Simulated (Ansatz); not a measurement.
Species: GeHF2, charge 0, doublet. GeHF2 (SMILES [F][GeH][F], doublet).
B3LYP-D3(BJ)/def2-TZVP minimum from Ansatz (a first-principles code):
```
Ge
F 1 1.7460
F 1 1.7460 2 103.73
H 1 1.5723 2 106.50 3 112.16
```
Charge 0, spin multiplicity 2.

Wanted: atomisation energy (electronic, to ground-state atoms), in kcal/mol. Open shells are spin-unrestricted; no spin-orbit coupling. Correlated methods leave the cores frozen (noble-gas shells, and filled d and f shells in the p block). No relativity. CBS(X,Y): correlation extrapolated as X^-3, Hartree-Fock from the larger set. A bracket is a step between two methods taken in the basis named. Double hybrids freeze cores in their MP2 part. Where a partner has so few electrons that a lower coupled-cluster level is exact, that level stands in.

CCSD(T)/CBS(cc-pVTZ,cc-pVQZ) + [CCSDT(Q) - CCSD(T)]/cc-pVDZ (Ansatz) gives 294.6 kcal/mol.

Task: What does PBE/def2-TZVPD (Ansatz) give here, and how do the other levels compare?

Result: PBE gives 296.4 kcal/mol, 1.8 kcal/mol above it. Differences of the others: PBE0/def2-TZVPD (Ansatz) -11.4; B2PLYP/def2-TZVPD (Ansatz) -7.2; CCSD(T)/CBS(cc-pVTZ,cc-pVQZ) (Ansatz) -0.7 kcal/mol.
